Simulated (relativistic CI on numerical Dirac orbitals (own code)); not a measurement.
Fe3+ in a cubic cluster: L2,3 absorption with charge transfer

Computed with a charge-transfer multiplet model of a cubic metal-ligand cluster with up to 2 ligand holes, Slater and spin-orbit integrals from Dirac-Coulomb-Breit ions, Slater integrals scaled by 0.7. The ground state mixes d5 with configurations of k ligand holes L, whose averages lie at kΔ + k(k − 1)U_dd/2; a core hole lowers each added d electron by U_cd. 300 K, Lorentzian 0.4 eV and Gaussian 0.3 eV FWHM.

Atomic integrals in eV (Slater integrals scaled, ζ unscaled), ground: F2dd 8.389, F4dd 5.243, zeta_d 0.056; with the core hole: F2dd 8.932, F4dd 5.587, zeta_d 0.075, zeta_core 8.130, F2cd 5.236, G1cd 3.950, G3cd 2.245.

Cluster parameters (eV): U_dd = 6.5, U_cd = 7.3, 10Dq = 0.3, 10Dq(ligand) = 0, V(eg) = 2.15, V(t2g) = -1.03, final-state hopping factor = 1.

```
      Case   n_d    d5   d6L  d7L2     S
Δ = 1.5 eV  5.36  0.66  0.32  0.02  2.50
Δ = 2.5 eV  5.29  0.72  0.26  0.02  2.50
Δ = 3.5 eV  5.24  0.77  0.21  0.01  2.50
```

Weights, n_d and S are thermal averages at 300 K. Photon energies count from the first peak over 30 % of the highest in each spectrum, which can be another peak from case to case. The parameters are a model scan and need not match a compound or its usual spin state. Peaks in eV (height, largest 100):
- Δ = 1.5 eV: -1.1 (23), 0.0 (100), 3.6 (8), 11.8 (16), 13.2 (21), 13.7 (23)
- Δ = 2.5 eV: -1.0 (22), 0.0 (100), 2.6 (10), 4.1 (6), 11.9 (16), 12.7 (13), 13.9 (23)
- Δ = 3.5 eV: -1.0 (20), 0.0 (100), 2.9 (10), 11.9 (16), 12.6 (13), 13.9 (24)

Curve for Δ = 2.5 eV (points under 2 left out, the grid thinned):

(E (eV), Intensity): (-2.4, 2.2), (-2.1, 3.5), (-1.8, 7.0), (-1.5, 12.3), (-1.1, 21.5), (-0.8, 20.8), (-0.5, 32.2), (-0.2, 74.2), (0.1, 99.8), (0.4, 65.8), (0.7, 48.1), (1.0, 38.7), (1.4, 23.2), (1.7, 13.5), (2.0, 10.5), (2.3, 9.5), (2.6, 9.7), (2.9, 8.7), (3.2, 8.2), (3.6, 6.8), (3.9, 6.1), (4.2, 6.1), (4.5, 4.7), (4.8, 3.8), (5.1, 3.3), (5.4, 2.8), (5.8, 2.8), (6.1, 2.8), (6.4, 2.4), (10.9, 2.0), (11.2, 3.4), (11.5, 7.8), (11.8, 15.4), (12.2, 11.8), (12.5, 12.7), (12.8, 13.2), (13.1, 17.1), (13.4, 20.7), (13.7, 22.6), (14.0, 22.5), (14.3, 12.9), (14.7, 5.1), (15.0, 3.5), (15.3, 2.7), (15.6, 2.0)

For the case Δ = 2.5 eV, Δ = 2.5 eV is smaller than U_dd = 6.5 eV, the charge-transfer side of the Zaanen-Sawatzky-Allen scheme. With the core hole the configuration with one ligand hole lies at Δ + U_dd − U_cd = 0.7, 1.7, 2.7 eV from the one without, in the order of the table; where this is negative the screened configuration lies lower, though the effective hopping of about 3.4 eV (from the holes of the mixed ground state) mixes the two strongly wherever it is as large as the gap.
